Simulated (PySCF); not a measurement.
**Computed properties of ScF2, SMILES [F][Sc+][F], charge +1**

ScF2, SMILES [F][Sc+][F], charge +1. The structure is a stationary point at PBE0-D3(BJ)/def2-TZVP. The multiplicity is an assumed one; other spin states were not compared. The isomer is the one that the SMILES or the coordinates give; other isomers of the formula were not compared. Other conformers were not sampled. All values are computed for the isolated molecule unless a solvent is named; none is compared with measurement here.

**Structure.** The optimised structure has C2v symmetry. All 3 harmonic modes at PBE0-D3(BJ)/def2-TZVP (PySCF) are real, so it is a minimum. With heavy atoms numbered as in [Sc+:1]([F:2])[F:3], the shortest bond between them is Sc1–F2 at 1.756 Å and the longest Sc1–F3 at 1.756 Å.

**Vibrations.** The strongest infrared lines (harmonic, unscaled, degenerate partners summed) lie at 824 cm⁻¹ (326 km/mol, F 63 %, Sc 37 %), 800 cm⁻¹ (77 km/mol, F 78 %, Sc 22 %), 178 cm⁻¹ (33 km/mol, F 76 %, Sc 24 %). The softest mode is at 178 cm⁻¹ and the zero-point energy is 2.6 kcal/mol.

**Electronic structure.** ωB97X/def2-TZVPD (PySCF) places the frontier levels at -19.89 and -6.41 eV, a gap of 13.48 eV and a mean polarisability of 18.6 bohr³. PBE/def2-TZVPD (PySCF) at the same geometry gives -15.57 and -10.01 eV, so its gap is 7.92 eV narrower. An orbital gap is neither the optical nor the fundamental gap.

**Excitations.** TDDFT-PBE0/def2-TZVPD (PySCF) has S1 at 6.66 eV (186 nm, f = 0.000, dark); the most intense of the 10 singlets computed lies at 7.05 eV (f = 0.01). T1 (TDA) is at 6.59 eV. TDDFT-PBE/def2-TZVPD (PySCF) puts S1 at 5.58 eV. No vertical singlet excitation falls in the visible range (under 3.1 eV).

**NMR.** GIAO shifts at KT2/pcSseg-2 (PySCF) (non-relativistic, atoms alike by connectivity averaged): ¹⁹F at 510.4 ppm against CFCl3.
